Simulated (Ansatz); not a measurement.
Start from `N[SiH2][NH][AlH][F]` and change one atom or group to get `NCN[SiH2]N`.

Ansatz, PBE0-D4/def2-TZVP geometries, multiplicity 1. Each molecule was computed in one conformer, which needn't be the lowest.

| property | `N[SiH2][NH][AlH][F]` |
| --- | --- |
| HOMO–LUMO gap (ωB97M-V/def2-TZVPP) / eV | 10.98 |
| HOMO energy (PBE/def2-TZVPP) / eV | -6.05 |
| HOMO energy (ωB97M-V/def2-TZVPP) / eV | -9.79 |
| LUMO energy (PBE0/def2-TZVPP) / eV | -0.36 |
| size of the dipole moment (ωB97M-V/def2-TZVPP) / D | 2.41 |
| LUMO energy (PBE/def2-TZVPP) / eV | -1.12 |

Task: What does the change do to each property? (Estimate.)

Result: Ansatz gave: 
```
                                          property  `NCN[SiH2]N`  shift
           HOMO–LUMO gap (ωB97M-V/def2-TZVPP) / eV         11.17   0.19
                 HOMO energy (PBE/def2-TZVPP) / eV         -5.25   0.80
             HOMO energy (ωB97M-V/def2-TZVPP) / eV         -8.98   0.81
                LUMO energy (PBE0/def2-TZVPP) / eV          0.76   1.12
size of the dipole moment (ωB97M-V/def2-TZVPP) / D          1.84  -0.57
                 LUMO energy (PBE/def2-TZVPP) / eV         -0.05   1.07
```

With PBE0 the HOMO rises by 0.82 eV and the LUMO rises by 1.12 eV, so the gap widens by about 0.30 eV. PBE moves the HOMO by 0.80 eV and ωB97M-V by 0.81 eV. Dipoles are sizes alone; their direction can turn.
